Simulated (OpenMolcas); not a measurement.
An OpenMolcas run meant for Pd4+ (ANO-R1, X2C; inactive shells 1s 2s 2p 3s 3p 3d 4s 4p; intended active space 6 electrons in 5 orbitals (4d)). One step of its input:

```
&RASSCF
FileOrb=start.orb
Symmetry=1
Spin=5
nElAct=6 0 0
Inactive=9 9
Ras2=5 0
CIRoot=5 5 1
SDav=5
CIMx=300
Iter=65 100
PrWF=0.3
OrbListing=Nothing
MaxOrb=0
Atom
>>> COPY $Project.JobIph JOB001
```

Lines from the output:

```
--- SEWARD ---
Basis set label: PD.ANO-R...6S4P3D1F.

      Electronic valence basis set:
      ------------------
      Associated Effective Charge  46.000000 au
      Associated Actual Charge     46.000000 au
      Nuclear Model: Finite nucleus - Gaussian distribution
        Gaussian exponent, Xi/bohr**(-2):  2.05009E+08

      Shell  nPrim  nBasis  Cartesian Spherical Contaminant
         s      22       6        X
         p      16       4        X
         d      12       3                 X
         f       6       1                 X
                  Relativistic X2C integrals
                  Atomic mean-field integrals
--- RASSCF ---

 Nr of active orbitals     NAC=   5
 Spin degeneracy         ISPIN=   5
 There can be no such wave function.
 ************************************************
--- Stop Module: rasscf at  /rc=_RC_INPUT_ERROR_ ---
.####################.
.# User input error #.
.####################.
```

What is wrong with the input?

A keyword is misspelt. OpenMolcas reads the first four letters of a keyword, so the setting is refused or falls back to its default.
